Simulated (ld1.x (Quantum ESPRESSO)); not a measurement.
Before and after: TM potential for platinum (Pt)

ld1.x (Quantum ESPRESSO) 7.5 input, shortened:

```
&input
   title='Pt', zed=78., rel=1, dft='PBE', iswitch=3,
   config='[Xe] 4f14 5d9 6s0.5 6p0.5'
 /
 &inputp
   pseudotype=2, tm=.true., lloc=-1, rcloc=3.25,
   nlcc=.true.
 /
3
6S  1  0   0.50   0.00  2.15  2.15  0.0
6P  2  1   0.50   0.00  3.55  3.55  0.0
5D  3  2   9.00   0.00  1.95  1.95  0.0
 &test
   configts(1)='5d9 6s0.5 6p0.5'
 /
```

Change: all radii but the core radius scaled by about 1.16 (s 2.48, p 4.10, d 2.26 bohr); local potential all-electron potential smoothed inside 3.76 bohr (lloc = -1).

Cutoffs: the cutoffs (Ry, on a coarse ladder) from which the occupation-weighted sum of valence levels, in a spherical-Bessel basis at the reference potential, stays within 10 and 1 mRy of its value at 400 Ry; they do not see the model core or the augmentation charge, which bear on the density cutoff. Errors are all-electron minus pseudo energies relative to the spin-unpolarised reference configuration.

Problem. How do hardness, ghosts and transferability respond?

Solution. The potential gets neither clearly harder nor softer (40 Ry and 50 Ry → 40 Ry and 45 Ry); of the 7 tests that both files solve, the error grows in 6 and shrinks in 1 by more than 15 % and 0.3 meV (median size 11.3 → 13.1 meV); neither file shows a bound ghost.

| quantity | base | changed |
| --- | --- | --- |
| cutoff, loose | 40 Ry | 40 Ry |
| cutoff, tight | 50 Ry | 45 Ry |
| loose cutoff by channel (10 mRy a level) | s 8 Ry, p 6 Ry, d 35 Ry | s 8 Ry, p 6 Ry, d 30 Ry |
| bound ghosts | none | none |
| error for 5d9 6s1 6p0, meV [ΔE -2.46 eV] | +0.1 | +0.7 |
| error for 5d9 6s0 6p0, meV [ΔE 6.73 eV] | -11 | -13 |
| error for 5d8 6s0 6p0, meV [ΔE 26.70 eV] | -87 | -138 |
| error for 5d9 6s0 6p1, meV [ΔE 2.59 eV] | -1.5 | -0.5 |
| error for 5d6 6s0 6p0, meV [ΔE 104.57 eV] | -1113 | -1387 |
| error for 5d8 6s1 6p0, meV [ΔE 8.71 eV] | -62 | -93 |
| error for 5d9 6s0.5 6p0, meV [ΔE 1.23 eV] | -1.5 | -1.8 |
